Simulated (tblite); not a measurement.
C7H6ClS (doublet state).
SMILES with atom numbers: `[CH3:1]/[C:2]([Cl:3])=[CH:4]\[c:5]1[c:6][cH:7][cH:8][s:9]1` (hydrogens: H10, H11, H12 on C1; H13 on C4; H14 on C7; H15 on C8)
Bond orders are those of one Lewis drawing.

Computed with GFN2-xTB (tblite), gas phase: L-BFGS steps from a force-field or distance-geometry start until the largest atomic force falls under 0.01 eV/Å.

Step 11: E = -699.5977 eV
```
atom  x, y, z in Å  |  force x, y, z in eV/Å
C1     -2.0759    0.0762    0.7556   -0.044  -0.010  -0.055
C2     -1.8809    0.0222   -0.7190   -0.005  -0.032  -0.093
Cl3    -3.3316    0.0227   -1.6624   -0.018  -0.007   0.000
C4     -0.7006   -0.0203   -1.3438    0.059  -0.020   0.009
C5      0.5399   -0.0593   -0.6182   -0.004  -0.018   0.069
C6      0.8677   -0.5849    0.5669    0.017   0.031  -0.003
C7      2.1780   -0.4420    1.0267    0.054   0.025   0.016
C8      2.9090    0.2842    0.1347   -0.017  -0.029  -0.022
S9      1.9997    0.7460   -1.2571    0.000  -0.022  -0.095
H10    -3.0093    0.5728    0.9977   -0.068   0.077   0.015
H11    -1.2445    0.6135    1.2081   -0.003  -0.068   0.071
H12    -2.1178   -0.9291    1.1723    0.063  -0.032   0.019
H13    -0.6387   -0.0277   -2.4231   -0.012   0.093   0.056
H14     2.5641   -0.8514    1.9423   -0.036   0.052  -0.007
H15     3.9364    0.5852    0.1973    0.016  -0.041   0.020
```

Step 12: E = -699.5994 eV
```
atom  x, y, z in Å  |  force x, y, z in eV/Å
C1     -2.0754    0.0757    0.7553   -0.057  -0.015  -0.045
C2     -1.8797    0.0219   -0.7205   -0.018  -0.025  -0.046
Cl3    -3.3326    0.0211   -1.6613    0.001  -0.003  -0.001
C4     -0.6987   -0.0191   -1.3439    0.036  -0.024   0.018
C5      0.5390   -0.0610   -0.6140    0.004   0.021  -0.026
C6      0.8685   -0.5845    0.5701   -0.005   0.028  -0.005
C7      2.1792   -0.4403    1.0268    0.013   0.013   0.019
C8      2.9087    0.2831    0.1331   -0.018  -0.016  -0.048
S9      2.0002    0.7418   -1.2602   -0.031  -0.040  -0.063
H10    -3.0102    0.5736    0.9949   -0.034   0.053   0.014
H11    -1.2450    0.6121    1.2129   -0.025  -0.078   0.036
H12    -2.1181   -0.9305    1.1722    0.055  -0.002   0.004
H13    -0.6356   -0.0213   -2.4235   -0.004   0.082   0.071
H14     2.5609   -0.8496    1.9422    0.010   0.038   0.045
H15     3.9343    0.5851    0.1939    0.073  -0.030   0.027
```

Step 13: E = -699.6008 eV
```
atom  x, y, z in Å  |  force x, y, z in eV/Å
C1     -2.0762    0.0751    0.7541   -0.055  -0.016  -0.016
C2     -1.8791    0.0211   -0.7224   -0.023  -0.015   0.015
Cl3    -3.3335    0.0198   -1.6606    0.014  -0.001  -0.010
C4     -0.6966   -0.0188   -1.3434   -0.021  -0.018   0.015
C5      0.5384   -0.0618   -0.6112    0.035   0.031  -0.054
C6      0.8693   -0.5838    0.5728   -0.028   0.036  -0.025
C7      2.1804   -0.4387    1.0271   -0.019   0.005   0.018
C8      2.9084    0.2820    0.1309    0.008  -0.001  -0.060
S9      2.0003    0.7379   -1.2640   -0.040  -0.057  -0.025
H10    -3.0116    0.5754    0.9930    0.006   0.017   0.004
H11    -1.2460    0.6092    1.2173   -0.043  -0.077  -0.002
H12    -2.1171   -0.9317    1.1722    0.032   0.021  -0.013
H13    -0.6334   -0.0146   -2.4226    0.007   0.069   0.060
H14     2.5585   -0.8473    1.9431    0.042   0.034   0.071
H15     3.9336    0.5842    0.1918    0.086  -0.028   0.023
```

Q: Estimate the geometry and energy of step 14. (The exact step hangs on the optimiser's Hessian estimate; all steps are aligned on step 13, rigid shifts and turns removed.)

A: E = -699.6023 eV, largest force 0.101 eV/Å
```
atom  x, y, z in Å  |  force x, y, z in eV/Å
C1     -2.0780    0.0741    0.7526   -0.039  -0.018   0.020
C2     -1.8789    0.0199   -0.7242   -0.023  -0.003   0.068
Cl3    -3.3341    0.0185   -1.6602    0.021   0.002  -0.024
C4     -0.6949   -0.0187   -1.3425   -0.060  -0.002   0.024
C5      0.5384   -0.0623   -0.6091    0.028   0.038  -0.089
C6      0.8696   -0.5822    0.5751   -0.019   0.033  -0.007
C7      2.1814   -0.4367    1.0277   -0.036   0.013  -0.006
C8      2.9086    0.2808    0.1277    0.022  -0.009  -0.034
S9      1.9996    0.7327   -1.2685   -0.019  -0.061   0.008
H10    -3.0130    0.5777    0.9911    0.034  -0.020  -0.003
H11    -1.2479    0.6046    1.2218   -0.049  -0.062  -0.038
H12    -2.1155   -0.9326    1.1719   -0.005   0.026  -0.026
H13    -0.6309   -0.0062   -2.4206    0.014   0.051   0.027
H14     2.5568   -0.8441    1.9452    0.059   0.040   0.070
H15     3.9343    0.5825    0.1901    0.071  -0.029   0.010
```

The energy changes by -0.0015 eV. The first-order estimate −F·Δx gives -0.0020 eV and the mean of the old and new forces, exact on a quadratic surface, -0.0015 eV. The step makes an angle of 58° with the force vector and moves no atom by more than 0.009 Å.

The cost below is that of the whole relaxation. Hardware: one thread of an Arm Neoverse V1, shared host with 32 logical CPUs at a one-minute load of 24. Cost: 0.9 s wall.
